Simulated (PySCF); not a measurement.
## Broadened absorption spectrum of CH9PS2Si2

Species: CH9PS2Si2.
SMILES: `CS[Si@H](P)S[SiH3]`

Theory: PySCF, TDDFT CAM-B3LYP/def2-SVPD, vertical, gas phase, core orbitals frozen in the response. The structure is a single PBE0-D3(BJ)/def2-SVP conformer in the gas phase; no vibrational or solvent corrections. Torsions of this conformer, `[CH3:1][S:2][Si@H:3]([PH2:4])[S:5][SiH3:6]`: C1–S2–Si3–P4 -178°, S2–Si3–S5–Si6 -177°, H–P4–Si3–S2 -43°, H–P4–Si3–S2 51°.

Broadening: Gaussians 0.4 eV wide at half height, area fixed by f = 4.319×10⁻⁹ ∫ε dν̃. The cross-section is σ = 3.8235×10⁻²¹ ε cm², given in Mb (10⁻¹⁸ cm²). The width is an assumption, not a result. The curve ends short of the highest state used, and states not computed would add to its high-energy end.

(E (eV), σ (Mb)): (5.01, 0.01), (5.06, 0.01), (5.12, 0.04), (5.17, 0.09), (5.23, 0.21), (5.29, 0.43), (5.34, 0.72), (5.40, 1.18), (5.45, 1.62), (5.51, 2.14), (5.56, 2.47), (5.62, 2.67), (5.68, 2.68), (5.73, 2.62), (5.79, 2.60), (5.84, 2.68), (5.90, 2.92), (5.95, 3.19), (6.01, 3.49), (6.07, 3.70), (6.12, 3.82), (6.18, 3.94), (6.23, 4.15), (6.29, 4.73)

(1) Where are the band maxima, and which computed states make them?

(2) On this curve, what absorbance would a 10⁻⁴ mol/L sample give at 222 nm over a 1 cm path?

(3) Coming from long wavelengths, where does ε first pass 100 L mol⁻¹ cm⁻¹?

Answers

(1) 219 nm (5.65 eV), ε about 710, made up of S1 (89%) and S2 (11%) (hardly more than a shoulder) (ε in L mol⁻¹ cm⁻¹; maxima over ε = 5, shares over 10%). At its high-energy end, 6.29 eV, the curve is still rising (ε about 1200, from S2, S4, S5 and S8). The states used: S1 5.61 eV (f 0.0096); S2 6.00 eV (f 0.0097); S3 6.16 eV (f 0.0012); S4 6.26 eV (f 0.0035); S5 6.29 eV (f 0.0046); S6 6.57 eV (f 0.0054); S7 6.58 eV (f 0.0061); S8 6.67 eV (f 0.046); S9 6.74 eV (f 0.0049); S10 6.89 eV (f 0.139).

(2) 222 nm is 5.585 eV, where ε is about 670 L mol⁻¹ cm⁻¹, so A = ε c l ≈ 0.067 (Beer–Lambert, with the gas-phase spectrum and the assumed width).

(3) At about 235 nm (5.28 eV), 0.33 eV below S1.

All these states lie below the vertical ionisation energy of 9.07 eV (ΔSCF).
